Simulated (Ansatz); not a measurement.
A structure relaxed at PBE-D4/def2-SVP in Ansatz, charge 0, singlet:

Cartesian coordinates in Å:
```
C 3.8548 -1.1998 1.0043
C 2.8314 -2.3312 1.1320
C 1.7511 -2.3414 0.0410
C 0.8216 -1.1229 0.0398
C -0.2886 -1.2120 -1.0135
C -1.1870 0.0273 -1.1115
C -2.0034 0.3040 0.1565
C -3.0355 1.4347 0.0327
P -2.4064 3.1223 -0.1908
O -3.3502 4.2722 0.0203
O -1.1060 3.1285 0.8234
O -1.7611 3.0904 -1.7089
H 3.3850 -0.1998 1.1025
H 4.3649 -1.2291 0.0180
H 4.6381 -1.2716 1.7860
H 2.3393 -2.2761 2.1293
H 3.3636 -3.3071 1.1152
H 1.1334 -3.2602 0.1537
H 2.2379 -2.4304 -0.9576
H 0.3770 -1.0096 1.0539
H 1.4076 -0.1933 -0.1352
H 0.1772 -1.3937 -2.0073
H -0.9154 -2.1107 -0.8098
H -0.5676 0.9157 -1.3596
H -1.8851 -0.0950 -1.9688
H -1.3273 0.5388 1.0046
H -2.5513 -0.6210 0.4433
H -3.6557 1.5047 0.9509
H -3.7375 1.2598 -0.8109
H -0.9963 4.0349 1.1735
H -1.9086 3.9717 -2.1070
```

Task: Give its formula, name or SMILES.

Result: `CCCCCCCCP(=O)(O)O`.

Task: Summarise the bond lengths by kind (pairs closer than 1.2 times the sum of covalent radii, bridged metal pairs left out).

Result: 7 × C–C 1.53 to 1.54 Å; 3 × O–P 1.50 to 1.65 Å; 1 × C–P 1.81 Å; 17 × C–H 1.11 Å; 2 × H–O 0.98 Å.
